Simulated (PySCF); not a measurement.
CH5FSSi.

```xyz
9

Si     1.0909    -0.1660    -0.1259
F      1.0871     0.6108    -1.5598
S     -0.6536     0.2632     1.0111
C     -1.9122    -0.6196    -0.0043
H      1.1665    -1.6145    -0.4504
H      2.2435     0.3145     0.6739
H     -2.8732    -0.4991     0.5130
H     -1.9861    -0.1772    -1.0068
H     -1.6770    -1.6907    -0.0807
```
Charge 0, spin multiplicity 1.

The structure is a stationary point at B3LYP-D3(BJ)/def2-SVP. One conformer was computed; it need not be the lowest.

Calculation: PySCF with PBE0/pcSseg-1. Non-relativistic, no solvent.

**Question.** Give the absolute GIAO shielding of each atom: isotropic value and principal components (ppm). (An estimate is asked for; the answer gives what the named calculation found.)

**Answer.** 
```json
[
 {"atom": "Si1", "σ(iso)": "339.5", "σ11": "272.6", "σ22": "356.3", "σ33": "389.6", "span": "117.0"},
 {"atom": "F2", "σ(iso)": "363.4", "σ11": "306.2", "σ22": "377.7", "σ33": "406.2", "span": "99.9"},
 {"atom": "S3", "σ(iso)": "618.4", "σ11": "500.9", "σ22": "630.2", "σ33": "724.2", "span": "223.4"},
 {"atom": "C4", "σ(iso)": "168.7", "σ11": "153.4", "σ22": "163.4", "σ33": "189.4", "span": "36.0"},
 {"atom": "H5", "σ(iso)": "25.8", "σ11": "22.0", "σ22": "24.7", "σ33": "30.8", "span": "8.9"},
 {"atom": "H6", "σ(iso)": "25.9", "σ11": "22.1", "σ22": "24.1", "σ33": "31.6", "span": "9.6"},
 {"atom": "H7", "σ(iso)": "29.1", "σ11": "23.6", "σ22": "26.4", "σ33": "37.3", "span": "13.7"},
 {"atom": "H8", "σ(iso)": "28.9", "σ11": "23.1", "σ22": "27.3", "σ33": "36.3", "span": "13.2"},
 {"atom": "H9", "σ(iso)": "29.3", "σ11": "24.3", "σ22": "27.1", "σ33": "36.5", "span": "12.3"}
]
```
